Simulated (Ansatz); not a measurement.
A further run on Sn₉H₁₆, a cluster cut from cubic tin.

```yaml
crystal:
  periodic: [false, false, false]
  atoms:
    - {symbol: Sn, position_ang: [0.273717, -3.278680, 0.006768]}
    - {symbol: Sn, position_ang: [0.265368, 0.007431, -3.281118]}
    - {symbol: Sn, position_ang: [-2.952520, -0.005919, -0.001632]}
    - {symbol: Sn, position_ang: [0.263660, -0.009165, 3.280037]}
    - {symbol: Sn, position_ang: [0.257613, 3.280630, -0.007472]}
    - {symbol: Sn, position_ang: [-1.320158, -1.628971, -1.626513]}
    - {symbol: Sn, position_ang: [1.855832, -1.769578, 1.773695]}
    - {symbol: Sn, position_ang: [1.845633, 1.780382, -1.776673]}
    - {symbol: Sn, position_ang: [-1.327898, 1.622012, 1.625577]}
    - {symbol: H, position_ang: [1.267705, -4.311634, -0.973726]}
    - {symbol: H, position_ang: [-0.764025, -4.313059, 0.939517]}
    - {symbol: H, position_ang: [1.263732, -0.971639, -4.311648]}
    - {symbol: H, position_ang: [-0.776212, 0.935817, -4.315212]}
    - {symbol: H, position_ang: [-3.983174, -0.996675, 0.985163]}
    - {symbol: H, position_ang: [-3.983672, 0.980483, -0.992158]}
    - {symbol: H, position_ang: [-0.775820, -0.945104, 4.309688]}
    - {symbol: H, position_ang: [1.253454, 0.973288, 4.315303]}
    - {symbol: H, position_ang: [-0.786791, 4.310780, -0.937616]}
    - {symbol: H, position_ang: [1.250426, 4.314130, 0.973928]}
    - {symbol: H, position_ang: [-2.322437, -2.638725, -2.633658]}
    - {symbol: H, position_ang: [2.743916, -2.825267, 2.829861]}
    - {symbol: H, position_ang: [3.014728, -0.854814, 0.863800]}
    - {symbol: H, position_ang: [2.724724, 2.841402, -2.835362]}
    - {symbol: H, position_ang: [3.011164, 0.874272, -0.866688]}
    - {symbol: H, position_ang: [-2.336166, 2.626006, 2.632439]}
basis:
  gaussian: {orbitals: STO-3G, nuclear_model: gaussian, point_charges: [{charge: 2.00, position_ang: [7.569, 0.423, 0.403]}]}
hamiltonian: {xc: {name: BLYP}, dispersion: d4}
```

```sh
$ ansatz run in.yaml --threads 2 --pin off --events-out ev --progress --plain --max-ram 32768MiB --backend cuda --devices 0, --max-vram 18GiB
```

Output, abridged:

```
Functional definition: BLYP
3476 factors; integrals over basis functions are off by at most 2.9e-5 eV
mean field evaluation 1: about -1461143.6105 eV, gradient 3.0e1 eV
mean field evaluation 2: about -1461142.9545 eV, gradient 3.2e1 eV
mean field evaluation 4: about -1461147.8192 eV, gradient 6.5e-1 eV
mean field evaluation 8: about -1461147.2448 eV, gradient 3.4e-2 eV
mean field -1461147.24484278 eV, -53696.1708467979 hartree, gradient 1.8e-5 eV, S^2 0.000000; 0 other end points of the search recorded, 0 dependent functions left out
reference -1461147.24536476 eV, -53696.1708659804 hartree; 233, 233 occupied and 26, 26 virtual orbitals, 3476 factors
Total energy: -1461149.65586357 eV, -53696.2594501779 hartree
```

Run time 13 s (2 threads of AMD EPYC 7R13 on a shared host and a share (18 GiB) of an NVIDIA H100 80GB HBM3), peak host memory 1 GiB.
